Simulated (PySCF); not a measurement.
A structure optimised at ωB97X-D3(BJ)/def2-TZVPD, used in a PySCF frequency run:

```xyz
5

B      0.0000     0.0000     0.0000
H      0.7170    -0.7170    -0.7170
H     -0.7170    -0.7170     0.7170
H     -0.7170     0.7170    -0.7170
H      0.7170     0.7170     0.7170
```
Charge -1, spin multiplicity 1.

Task: Write its SMILES, formula and point group.

Result: [BH4-], BH4, Td

Task: What are its rotational constants (standard atomic weights)?

Result: 121.91, 121.91, 121.91 GHz
